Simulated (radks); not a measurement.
The numbers below are computed, except where a source is named.
Orbital eigenvalues (eV) of the aluminium ion Al+, [Ne] 3s2, at several levels of relativity; Dirac values are averaged over j with weights 2j + 1. Spin-unpolarised spherical Kohn-Sham, BLYP, point nucleus unless stated (finite: rms radius 3.061 fm), a radial shooting solver on a logarithmic mesh with Libxc functionals. A level marked "c x" has the speed of light scaled by that factor.

shell  non-rel.  scalar-rel.  scalar-rel., finite nucleus    Dirac  change of magnitude, last against first (%)
1s      -1517.3      -1520.8                      -1520.8  -1520.7                                        +0.22
2s      -115.84      -116.28                      -116.28  -116.28                                        +0.38
2p      -78.011      -77.969                      -77.969  -77.960                                        -0.06
3s      -14.694      -14.720                      -14.720  -14.720                                        +0.18
